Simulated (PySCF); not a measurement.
CH₃Be, SMILES [Be+][CH3], charge +1.

Geometry: B3LYP-D3(BJ)/def2-TZVPD. The multiplicity is an assumed one; other spin states were not compared. The isomer is the one that the SMILES or the coordinates give; other isomers of the formula were not compared.

Two levels are set side by side: PBE/def2-TZVPD (PySCF) and HF/def2-TZVPD (PySCF). Same geometry, gas phase. Differences are taken from unrounded values.

| quantity | PBE |
|---|---|
| orbital gap (eV) | 3.46 |
| highest occupied level (eV) | -14.19 |
| lowest empty level (eV) | -10.73 |
| mean polarisability (bohr³) | 27.7 |

### Question
These are the PBE values. What does HF give? (An estimate is asked for; the answer gives what the named calculation found.)

### Answer

```json
[
 {"quantity": "orbital gap (eV)", "HF": "11.17", "PBE minus HF": "-7.71"},
 {"quantity": "highest occupied level (eV)", "HF": "-18.32", "PBE minus HF": "4.13"},
 {"quantity": "lowest empty level (eV)", "HF": "-7.15", "PBE minus HF": "-3.58"},
 {"quantity": "mean polarisability (bohr³)", "HF": "23.9", "PBE minus HF": "3.7"}
]
```

PBE's occupied levels lie high since its potential decays too fast outside the molecule; exact exchange lowers them and widens the gap. Loosely held outer electrons make PBE densities more polarisable. Differences between two approximate levels are no errors against the true value.

Rough cost on one machine, each run with all the roots and properties that it gave: HF against PBE about 1/4.
